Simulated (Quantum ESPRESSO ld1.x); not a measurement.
Input file for ld1.x (Quantum ESPRESSO 7.5):

```
 &input
    atom='N',
    iswitch=1,
    rel=1,
    lsd=1,
    dft='PZ',
    config='[He] 2s2 2p3',
    prefix='ld1',
    max_out_wfc=37,
    file_charge='ld1.rho',
 /
```

Command: `OMP_NUM_THREADS=1 ld1.x < ld1.in > ld1.out`

Output (excerpt):

```
     Program LD1 v.7.5 starts

     --------------------------- All-electron run ----------------------------

     scalar relativistic calculation

     atomic number is  7.00
     dft =PZ   lsd =1 sic =0 latt =0  beta=0.20 tr2=1.0E-14
     Exchange-correlation= PZ
                           (   1   1   0   0   0   0   0)
     mesh =1819 r(mesh) =  99.29447 a.u. xmin = -8.00 dx = 0.00800
     1 Ry =  13.60569312 eV, c = 137.03599908

     n l     nl                  e(Ry)          e(Ha)          e(eV)
     1 0     1S 1( 1.00)       -28.0101       -14.0051      -381.0971
     2 0     2S 1( 1.00)        -1.4391        -0.7196       -19.5803
     2 1     2P 1( 3.00)        -0.6133        -0.3066        -8.3441
     1 0     1S 2( 1.00)       -27.8836       -13.9418      -379.3759
     2 0     2S 2( 1.00)        -1.1319        -0.5659       -15.4001
     2 1     2P 2( 0.00)        -0.3278        -0.1639        -4.4604

     final scf error:  1.6E-15 reached in  17 iterations

     Etot =    -108.320380 Ry,     -54.160190 Ha,   -1473.773856 eV
     Total magnetization:    3.00 Bohr mag.

     Ekin =     107.888689 Ry,      53.944345 Ha,    1467.900395 eV
     Encl =    -255.669187 Ry,    -127.834593 Ha,   -3478.556496 eV
     Eh   =      52.019670 Ry,      26.009835 Ha,     707.763660 eV
     Exc  =     -12.559552 Ry,      -6.279776 Ha,    -170.881416 eV
```

Run on one thread of a shared host, so times are rough (Intel(R) Xeon(R) Processor @ 2.60GHz): 0.53 s of CPU time, 0.56 s wall, 17 iterations on 1819 mesh points.
